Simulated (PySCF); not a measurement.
# What a mistake does to a calculation on BClH4NSi cation

All numbers below are calculated, not measured. They come from PySCF 2.14.0, an open-source quantum chemistry program, on an isolated molecule that a program drew, which may never have been made. The molecule is BClH4NSi cation (charge +1, singlet), drawn as the SMILES string `N[SiH+]BCl`.

Each row is a Hartree-Fock (HF) and frozen-core CCSD(T) single point in the cc-pV(D+d)Z basis, meant for a local HF minimum. Run 1 is clean. Each other run has one planted mistake out of seven kinds, and not every kind appears here: one electron removed, one electron added, multiplicity raised by two, geometry at a saddle point, minimal basis STO-3G, one bond length entered in bohr, all coordinates scaled. The reference is restricted for singlets and unrestricted otherwise, and also for a bond in bohr. Adding or removing an electron swaps singlet and doublet. Electrons count all cores. HOMO and LUMO are orbital energies over both spins, the gradient is its largest component, and the lowest frequency (negative if imaginary) is given only where the gradient is small. Bond lengths are over the 7 bonds as drawn. T1 is the CCSD diagnostic: over 0.02 (restricted) or 0.045 (unrestricted) a single reference is doubtful.

Geometry of the clean run:
```xyz
8
BClH4NSi cation, angstrom
N    -0.7095    2.2582    0.0085
Si   -0.8099    0.6529   -0.3007
B    -0.6316   -0.7306    1.2134
Cl   -0.7578   -2.3803    0.7617
H    -0.7903    2.9725   -0.6973
H    -0.5598    2.6481    0.9247
H    -1.0308    0.3318   -1.7106
H    -0.4512   -0.3752    2.3304
```

| run | electrons | basis functions | <S^2> | HOMO (eV) | LUMO (eV) | gradient (hartree/bohr) | lowest frequency (cm^-1) | mean bond (Å) | longest bond (Å) | T1 | HF (hartree) | CCSD(T) (hartree) | mistake |
|---|---|---|---|---|---|---|---|---|---|---|---|---|---|
| 1 | 46 | 94 | 0.000 | -16.32 | -5.17 | 3.8e-05 | 27 | 1.4393 | 2.059 | 0.0189 | -829.70046 | -830.23136 | no fault |
| 2 | 46 | 94 | 0.698 | -14.55 | -5.37 | 2.2e-02 | - | 1.5900 | 2.241 | 0.0581 | -829.57653 | -830.10885 | one bond length entered in bohr |
| 3 | 46 | 94 | 2.022 | -13.00 | -8.12 | 1.7e-02 | - | 1.4393 | 2.059 | 0.0227 | -829.57608 | -830.11140 | multiplicity raised by two |
| 4 | 45 | 94 | 0.767 | -22.37 | -13.79 | 3.4e-02 | - | 1.4393 | 2.059 | 0.0407 | -829.14505 | -829.66243 | one electron removed |
| 5 | 46 | 32 | 0.000 | -15.23 | -2.41 | 3.1e-02 | - | 1.4393 | 2.059 | 0.0277 | -820.47959 | -820.66461 | ? |
| 6 | 46 | 94 | 0.000 | -16.32 | -5.11 | 2.5e-02 | - | 1.4076 | 2.013 | 0.0178 | -829.69622 | -830.22402 | ? |

**Which mistake was planted in run 5, and what did it cost?**

It has 32 basis functions where the clean run has 94, with the same electrons and geometry. So the mistake is: minimal basis STO-3G. Subtracting run 1 and multiplying by 627.51 kcal/mol a hartree, the energy moved by 5786.2 kcal/mol in HF and 6003.2 kcal/mol in CCSD(T).

**Which mistake was planted in run 6, and what did it cost?**

The mean and the longest bond both change by the same factor, 0.978, and the gradient is no longer small. So the mistake is: all coordinates scaled. Subtracting run 1 and multiplying by 627.51 kcal/mol a hartree, the energy moved by 2.7 kcal/mol in HF and 4.6 kcal/mol in CCSD(T).

Cautions from the logs. Run 2: T1 is over the limit, so its CCSD(T) energy is less reliable; run 5: T1 is over the limit, so its CCSD(T) energy is less reliable.
